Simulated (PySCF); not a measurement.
H7BO2SSi2, SMILES OB(O)[SiH2][SiH2]S (GFN2-xTB optimised geometry):

```
13

O      1.256     1.858    -1.618
B      1.903     0.723    -1.260
O      3.113     0.497    -1.812
Si     1.212    -0.649     0.000
Si    -1.120    -0.649     0.000
S     -1.672     1.475     0.000
H      0.379     2.036    -1.264
H      3.418     1.175    -2.420
H      1.591    -0.394     1.408
H      1.636    -2.036    -0.236
H     -1.903    -1.191     1.111
H     -1.827    -1.046    -1.216
H     -1.154     1.762     1.184
```

Computed with PBE/def2-TZVP (PySCF 2.14.0).

Problem. What are the frontier orbital energies and the dipole moment?

Solution. HOMO-2 -7.49 eV, HOMO-1 -7.30 eV, HOMO -6.21 eV, LUMO -1.53 eV, LUMO+1 -1.36 eV; dipole moment 0.40 D.

Meta-Löwdin charges at PBE/def2-TZVP: O1 -0.49, B2 0.24, O3 -0.48, Si4 0.16, Si5 0.31, S6 -0.31, H7 0.34, H8 0.35, H9 -0.05, H10 -0.05, H11 -0.06, H12 -0.06, H13 0.11.
